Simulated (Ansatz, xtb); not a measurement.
Two structures of Cl3FMoO

We compare a, a singlet given by its coordinates, with b, `[O]=[Mo]([F])([Cl])([Cl])[Cl]`, a singlet. Both are isolated molecules in the gas phase, relaxed with PBE0-D4/def2-SVP.

a (Å):

```yaml
atoms:
  - { symbol: Cl, position_ang: [-0.4704, -2.1115, 0.3243] }
  - { symbol: Cl, position_ang: [1.1701, 0.5444, -1.9773] }
  - { symbol: Cl, position_ang: [-0.1119, 1.5535, 1.5410] }
  - { symbol: F, position_ang: [1.7772, -0.3870, 0.6484] }
  - { symbol: Mo, position_ang: [0.0695, 0.0260, -0.0922] }
  - { symbol: O, position_ang: [-1.4236, 0.3870, -0.7399] }
```

Close contacts (Å): Cl1–Mo5 2.24, Cl2–Mo5 2.24, Cl3–Mo5 2.24, F4–Mo5 1.91, Mo5–O6 1.67.

b (Å):

```yaml
atoms:
  - { symbol: Cl, position_ang: [0.5565, -2.1291, -0.5979] }
  - { symbol: Cl, position_ang: [0.1986, 0.6367, -2.1110] }
  - { symbol: Cl, position_ang: [0.4825, 2.0915, 0.6945] }
  - { symbol: F, position_ang: [0.5713, -0.5273, 1.7117] }
  - { symbol: Mo, position_ang: [-0.0706, -0.0310, 0.0542] }
  - { symbol: O, position_ang: [-1.6962, -0.1048, 0.2023] }
```

**Question.** Estimate which is lower in electronic energy at CCSD(T)/def2-SVP + ΔMP2/def2-TZVPP, and by roughly how much.

**Answer.** The CCSD(T)/def2-SVP + ΔMP2/def2-TZVPP calculation puts structure b lower, by 38.4 kJ/mol.

The same difference at several levels:

```csv
level,geometry,E(b) − E(a) (kJ/mol),departure from the last row (kJ/mol),"job, with rough time for the two"
PBE0-D4/def2-SVP,PBE0-D4/def2-SVP,−58.1,−19.7,"optimisation, 37 s"
HF/def2-SVP,PBE0-D4/def2-SVP,−66.1,−27.7,part of the CCSD(T) run
MP2/def2-SVP,PBE0-D4/def2-SVP,−28.4,+10.0,part of the CCSD(T) run
CCSD(T)/def2-SVP,PBE0-D4/def2-SVP,−41.9,−3.5,single point
CCSD(T)/def2-SVP + ΔMP2/def2-TZVPP,PBE0-D4/def2-SVP,−38.4,,"single point, 86 s"
```

The levels shown agree on the order. The largest departure from CCSD(T)/def2-SVP + ΔMP2/def2-TZVPP is that of HF/def2-SVP, 27.7 kJ/mol. Levels run at GFN2-xTB geometries aren't shown. The last row adds to CCSD(T) the change of the MP2 difference between the two basis sets, here +3.5 kJ/mol.

With thermal terms from frequencies at re-optimised GFN2-xTB minima (ideal gas, soft modes damped towards free rotors, one conformer each, 298.15 K, 1 atm): on the last row, ΔE + ΔZPE = −40.0, ΔH = −39.4, ΔG = −42.7 kJ/mol.

The T1 diagnostic of structures a and b is large, so the coupled-cluster value is less sure. The correlated steps freeze 17 core orbitals. Atoms past krypton carry core potentials in the def2 sets and no spin–orbit term is included. Codes used: Ansatz 0.2.0, xtb 6.7.1; the last row on 2 threads of Arm Neoverse V2 on a shared host.
